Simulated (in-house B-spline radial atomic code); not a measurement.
Results of a calculation; reference values are marked as such.
# Making a Troullier-Martins p channel for S, r_c = 2.24 bohr

S, [Ne] 3s2 3p4, non-relativistic PBE, spherical and spin-unpolarised, from a B-spline radial code for spherical atoms (atomic units). The all-electron 3p level is ε = -0.258025 hartree, its outermost node lies just inside 0.59 bohr and its outer maximum at 1.60 bohr.

Inside r_c the pseudo-orbital is u(r) = r^2 exp(p(r)), with p = c0 + c2 r² + c4 r⁴ + … + c12 r¹². The seven coefficients follow from p and its first four derivatives at r_c, from zero curvature of the screened potential at the origin, c4 = −c2²/(2l + 5), and from the norm inside r_c. At r_c the all-electron orbital has P = 0.625591, P' = -0.2580874, the screened potential V = -0.5507648, V' = 0.6051038, V'' = -0.881142, and the norm inside is Q = 0.6439607.

(1) What are p, p' and p'' at r_c?

For a trial c2 the five matching conditions are linear in c0, c6, c8, c10 and c12, and c2 is varied until the norm inside r_c equals Q. The root nearest zero gives:

| n | c_n |
| --- | --- |
| 0 | -0.2220202 |
| 2 | -0.3938468 |
| 4 | -0.02215933 |
| 6 | 0.008931298 |
| 8 | -0.000747422 |
| 10 | -7.144882e-06 |
| 12 | 2.650533e-06 |

(2) Check c4 and p(r_c), and find the screened pseudopotential at the origin.

Orbitals and screened potentials:

```json
{"r (bohr)": "0.224", "P": "-0.3213", "u": "0.0394", "V all-electron": "-40.48", "V pseudo": "-2.226"}
{"r (bohr)": "0.56", "P": "-0.0296", "u": "0.2216", "V all-electron": "-9.231", "V pseudo": "-2.199"}
{"r (bohr)": "0.896", "P": "0.411", "u": "0.464", "V all-electron": "-3.808", "V pseudo": "-2.063"}
{"r (bohr)": "1.232", "P": "0.657", "u": "0.6529", "V all-electron": "-2.104", "V pseudo": "-1.748"}
{"r (bohr)": "1.568", "P": "0.7303", "u": "0.7266", "V all-electron": "-1.274", "V pseudo": "-1.287"}
{"r (bohr)": "1.904", "P": "0.7013", "u": "0.7011", "V all-electron": "-0.8159", "V pseudo": "-0.8372"}
{"r (bohr)": "2.24", "P": "0.6256", "u": "0.6256", "V all-electron": "-0.5508", "V pseudo": "-0.5508"}
```

Logarithmic derivatives P'/P at R = 2.54 bohr, for energies E around ε:

```
E − ε (hartree)  all-electron      pseudo
           -0.5      0.761857     0.76003
          -0.25      0.324614    0.323531
           -0.1    -0.0861568  -0.0864883
              0     -0.498576   -0.498569
            0.1      -1.15297    -1.15412
           0.25      -3.70063    -3.73641
            0.5       7.11086     6.81106
```

(3) With P(R) = 0.5451531 and a norm of 0.7470382 inside R, what slope in energy does norm conservation fix?

## Answers

(1) p = ln(P/r_c^2) = ln(0.625591/5.0176) = -2.08201. p' = P'/P − 2/r_c = -0.41255 − 0.89286 = -1.30541. The radial equation gives p'' = 2(V − ε) − 2(2) p'/r_c − p'² = -0.58548 − (-2.33108) − 1.70409 = 0.04152. Differentiating, p''' = 2V' + 2(2)p'/r_c² − 2(2)p''/r_c − 2p'p'' = 0.2038, and p'''' = 2V'' − 4(2)p'/r_c³ + 4(2)p''/r_c² − 2(2)p'''/r_c − 2p''² − 2p'p''' = -0.60222.

(2) −c2²/7 = -0.0221593, as listed. The terms c_n r_c^n are -0.22202, -1.97617, -0.55789, 1.12824, -0.47375, -0.02272, 0.04230, which sum to -2.08201. Inverting the radial equation, V_l(r) = ε + 2 p'/r + (p'' + p'²)/2, so V_l(0) = ε + (2l + 3) c2 = -0.258025 + 5 × (-0.393847) = -2.2273 hartree, finite where the all-electron potential diverges.

(3) d(P'/P)/dE = −2 × (norm inside R)/P(R)² = -5.0273 per hartree·bohr at E = ε, for both atoms, since orbital and norm agree at R. Differences over ±0.1 hartree give -5.3341 (all-electron) and -5.3382 (pseudo), which also hold third-order terms. Half a hartree below ε the two curves differ by -0.0018.
